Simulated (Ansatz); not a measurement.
Saddle point of CH8GaN, closed shell (GaNH₄ ([NH2][GaH2]) + CH₄ → CH₅Ga ([CH3][GaH2]) + NH₃ (still joined by a long Ga–N bond); bonds formed: Ga1–C6, N2–H5; bonds broken: H5–C6; bonds weakened to dative contacts: Ga1–N2), PBE0-D4/def2-TZVP structure:

```xyz
11
angstrom
Ga -0.5110 -0.2122 -1.0348
N 0.9649 1.0346 -0.5731
H -0.0068 -1.5044 -1.7564
H -1.8782 0.5170 -1.2441
H 0.4657 0.3147 0.4553
C -0.3314 -0.5971 1.1680
H 0.7991 2.0315 -0.5939
H 1.9019 0.8369 -0.8962
H 0.4757 -1.1820 1.6157
H -1.1284 -1.3230 0.9476
H -0.7515 0.0838 1.9119
```

Energies are electronic, without zero-point energy. Barriers and step energies count from the start structure reached by relaxing down the imaginary mode; all methods use the PBE0-D4 structures, on which another method's saddle can fall below an end. Computed with Ansatz 0.2.0 (basis: def2-TZVPP, with def2-QZVPP for the basis limit); correlated methods freeze the cores. Filled d shells of the heavier atoms are correlated. The def2 sets are not built for correlating such inner shells, so the correlated values are less sure here. B3LYP uses VWN-RPA correlation. Extrapolation: Hartree–Fock as exp(−7.88 √X), correlation as X^−2.97.

```tsv
method	barrier (kJ/mol)	step energy (kJ/mol)
SPW92	87.3	-32.1
PBE-D4	122.0	-15.4
BLYP-D4	?	-3.3
r2SCAN-D4	129.0	-18.0
B97M-V	148.0	-14.2
PBE0-D4	131.0	-20.8
B3LYP-D4	150.1	-8.8
r2SCAN0-D4	135.7	-21.6
BHLYP-D4	162.7	-13.4
CAM-B3LYP-D4	?	-11.6
wB97X-V	148.4	-16.0
wB97M-V	145.6	-17.2
B2PLYP	153.2	-9.7
PBE-QIDH	?	-23.1
RPA on PBE	148.7	-17.3
HF	207.8	-2.5
MP2	141.9	-19.4
CCSD	156.8	-18.4
CCSD(T)	147.3	-19.9
```

(1) Fill in the withheld barriers. (An estimate is asked for; the value comes from the calculation.)

The T1 diagnostic stays at or below 0.013. The start structure is not quite a true minimum (one mode of 52i cm⁻¹).

## Answers

(1) The calculation gives: CAM-B3LYP-D4 151.3; PBE-QIDH 138.9; BLYP-D4 144.8 kJ/mol. Each is the energy of the saddle less that of the start structure, by the same method.

For comparison, the barrier by CCSD(T) at an estimated basis limit (MP2 extrapolated from triple and quadruple zeta, plus CCSD(T) − MP2 in triple zeta) is 147.8 kJ/mol.

Labels in which every atom is bracketed show which atoms are joined, not bond orders.

For scale, one of the runs: CCSD(T)/def2-TZVPP, 222 basis functions, launched by `ansatz run in.yaml --threads 4 --pin off --events-out ev --progress --plain --max-ram 9574MiB`. Hardware: 4 CPU threads of an Arm Neoverse V2, shared host. Wall time 65 s; peak host memory 3.5 GiB.
